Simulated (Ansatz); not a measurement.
A nudged elastic band was laid between two geometries of C2H9NSeSi (14 atoms, charge 0, multiplicity 1).

Theory: RKS B3LYP/def2-SVP in Ansatz 0.2.0.

```yaml
movable_images: 5
climbing_image: yes
spring: 5.0 eV/Å²
optimiser: quadratic models (default)
start_path: IDPP
force_threshold: 0.03 eV/Å
iteration_limit: 60
end_points: relaxed
```

First end point:

```xyz
14
Properties=species:S:1:pos:R:3
C -1.790 1.397 0.824
Se -0.002 1.166 1.599
C 0.954 0.791 -0.138
N 0.555 -0.367 -0.874
Si 0.918 -2.020 -0.430
H -2.495 1.515 1.659
H -1.832 2.293 0.188
H -2.071 0.505 0.246
H 2.006 0.715 0.179
H 0.851 1.700 -0.750
H -0.239 -0.212 -1.487
H 0.115 -2.586 0.698
H 2.357 -2.078 -0.043
H 0.659 -2.850 -1.642
```

Last end point:

```xyz
14
Properties=species:S:1:pos:R:3
C -2.107 1.171 -0.085
Se -0.996 0.828 1.496
C 0.778 0.823 0.536
N 0.980 -0.173 -0.469
Si 1.241 -1.877 -0.164
H -3.157 1.102 0.232
H -1.917 2.175 -0.491
H -1.918 0.407 -0.853
H 1.497 0.703 1.361
H 0.908 1.832 0.118
H 0.630 0.089 -1.386
H 2.236 -1.990 0.941
H 1.780 -2.455 -1.429
H 0.030 -2.664 0.222
```

Q: What changes between the two ends?

A: No bond is made or broken. The dihedral C3–N4–Si5–H12 goes from 75 to -45°. The two ends are copies of one structure, up to a mirror image or an exchange of like atoms.

Q: What energy profile does the band end with?

A: The run converged. The highest image is number 3 of 0 to 6, 4.7 kJ/mol above the ends, which have the same energy within 2 meV. A vibrational analysis at the climbing image gives one clearly imaginary mode, 102i cm⁻¹: a first-order saddle point.

```json
{"image": "0", "path coordinate (Å)": "0.00", "energy (kJ/mol)": "0.0", "dihedral C3–N4–Si5–H12 (°)": "75"}
{"image": "1", "path coordinate (Å)": "0.92", "energy (kJ/mol)": "1.0", "dihedral C3–N4–Si5–H12 (°)": "59"}
{"image": "2", "path coordinate (Å)": "1.85", "energy (kJ/mol)": "3.3", "dihedral C3–N4–Si5–H12 (°)": "37"}
{"image": "3", "path coordinate (Å)": "2.77", "energy (kJ/mol)": "4.7", "dihedral C3–N4–Si5–H12 (°)": "11"}
{"image": "4", "path coordinate (Å)": "3.43", "energy (kJ/mol)": "3.5", "dihedral C3–N4–Si5–H12 (°)": "-10"}
{"image": "5", "path coordinate (Å)": "4.08", "energy (kJ/mol)": "1.1", "dihedral C3–N4–Si5–H12 (°)": "-30"}
{"image": "6", "path coordinate (Å)": "4.73", "energy (kJ/mol)": "0.0", "dihedral C3–N4–Si5–H12 (°)": "-45"}
```

Q: What is the geometry of the highest image?

A: 
```xyz
14
Properties=species:S:1:pos:R:3:forces:R:3
C -2.086 1.304 0.100 0.00 0.00 0.00
Se -0.843 0.937 1.572 0.00 0.00 0.00
C 0.814 0.777 0.432 0.00 0.00 0.00
N 0.827 -0.270 -0.541 0.00 -0.02 0.00
Si 1.239 -1.944 -0.257 0.00 0.01 0.00
H -3.100 1.319 0.523 0.00 0.00 0.00
H -1.875 2.278 -0.366 0.00 0.00 0.00
H -2.027 0.501 -0.650 0.00 0.00 0.00
H 1.611 0.647 1.179 0.00 0.00 0.00
H 0.956 1.760 -0.041 0.00 0.00 0.00
H 0.385 -0.025 -1.421 0.00 0.01 0.01
H 1.313 -2.152 1.216 0.00 0.00 0.00
H 2.560 -2.322 -0.850 0.00 0.00 0.00
H 0.212 -2.840 -0.867 0.00 0.00 0.00
```

Q: What are the harmonic wavenumbers there?

A: 102i, 47, 70, 139, 175, 268, 320, 353, 561, 596, 689, 699, 749, 855, 901, 921, 934, 969, 995, 1154, 1211, 1263, 1294, 1418, 1440, 1450, 1454, 2189, 2215, 2241, 3038, 3056, 3123, 3140, 3155, 3601 cm⁻¹.

The run took 2.6 min on 2 threads of Intel(R) Xeon(R) Platinum 8488C (Sapphire Rapids) (shared host), peak memory 0.4 GiB.
